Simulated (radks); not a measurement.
The numbers below are computed, except where a source is named.
Excited configurations of Ag: one electron is placed in a higher orbital outside [Kr] 4d10. The ground configuration is [Kr] 4d10 5s1. Level of theory: Dirac Kohn-Sham, BLYP, spin-unpolarised, spherical densities, point nucleus; open shells fill j = l - 1/2 first (a radial shooting solver on a logarithmic mesh with Libxc functionals). Excitation = E - E(ground); binding = E(ion) - E, where the ion is the core of charge +1; n* = 1/sqrt(2 binding) in atomic units, and the quantum defect is n - n*.

outer orbital  excitation (eV)  binding (eV)  eigenvalue (eV)  <r> (bohr)
5p1/2                    3.798         4.076           -1.711       4.574
5d3/2                    6.394         1.479           -0.582       10.50
6s1/2                    5.461         2.412           -1.351       8.633

The Delta-SCF ionisation energy is 7.873 eV (NIST Atomic Spectra Database: 7.576 eV, measured). Self-interaction in the functional shifts the binding energies and quantum defects, so they are the method's values and not measured ones. Spin polarisation and multiplet splitting are left out, so open shells lie too high by an amount that depends on their filling.

Beside tabulated values, note that spin-unpolarised runs miss the spin-polarisation part of the exchange energy of open shells.
